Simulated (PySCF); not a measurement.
C₂H₅BF₂O, SMILES C(OB(F)F)C. Geometry optimised at ωB97X-D3(BJ)/def2-SVP. One conformer was computed; it need not be the lowest.

Computed equilibrium geometry at ωB97X-D3(BJ)/def2-SVP (PySCF confirms it by a frequency run) as a Z-matrix (one conformer of several):
```
C
H 1 1.1003
H 1 1.1028 2 107.93
O 1 1.4273 2 106.20 3 -117.71
B 4 1.3416 1 121.08 2 158.99
F 5 1.3257 4 119.90 1 177.87
F 5 1.3349 6 117.97 4 -179.81
C 1 1.5185 2 110.88 3 121.49
H 8 1.1008 1 110.49 2 61.54
H 8 1.1012 9 108.46 1 121.12
H 8 1.1012 9 108.66 10 117.29
```
Charge 0, spin multiplicity 1.
